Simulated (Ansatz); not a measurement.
Start from `[Cl][Zr]([Cl])([Cl])[SeH]` and change one element to get `[Cl][Hf]([Cl])([Cl])[SeH]`.

Ansatz, PBE0-D4/def2-TZVP geometries, multiplicity 1. Each molecule was computed in one conformer, which needn't be the lowest.

Elements past krypton have def2 core potentials. Scalar relativity is left out up to krypton. Spin–orbit coupling is left out; it splits and shifts lone-pair levels of the heavy atoms by tenths of an eV.

```json
{"property": "HOMO–LUMO gap (ωB97M-V/def2-TZVPP) / eV", "`[Cl][Zr]([Cl])([Cl])[SeH]`": "9.18"}
{"property": "LUMO energy (B3LYP/def2-TZVPP) / eV", "`[Cl][Zr]([Cl])([Cl])[SeH]`": "-2.94"}
{"property": "HOMO energy (PBE/def2-TZVPP) / eV", "`[Cl][Zr]([Cl])([Cl])[SeH]`": "-6.69"}
{"property": "size of the dipole moment (PBE/def2-TZVPP) / D", "`[Cl][Zr]([Cl])([Cl])[SeH]`": "0.53"}
{"property": "HOMO–LUMO gap (B3LYP/def2-TZVPP) / eV", "`[Cl][Zr]([Cl])([Cl])[SeH]`": "4.62"}
{"property": "HOMO energy (ωB97M-V/def2-TZVPP) / eV", "`[Cl][Zr]([Cl])([Cl])[SeH]`": "-9.88"}
```

Q: What does the change do to each property? (An estimate is asked.)

A: Computed: 
```csv
property,`[Cl][Hf]([Cl])([Cl])[SeH]`,shift
HOMO–LUMO gap (ωB97M-V/def2-TZVPP) / eV,9.61,0.43
LUMO energy (B3LYP/def2-TZVPP) / eV,-2.50,0.44
HOMO energy (PBE/def2-TZVPP) / eV,-6.64,0.05
size of the dipole moment (PBE/def2-TZVPP) / D,0.49,-0.04
HOMO–LUMO gap (B3LYP/def2-TZVPP) / eV,5.02,0.40
HOMO energy (ωB97M-V/def2-TZVPP) / eV,-9.86,0.02
```

Dipoles are sizes alone; their direction can turn.

B3LYP here is the variant with VWN-RPA as its local correlation; programs differ in this.
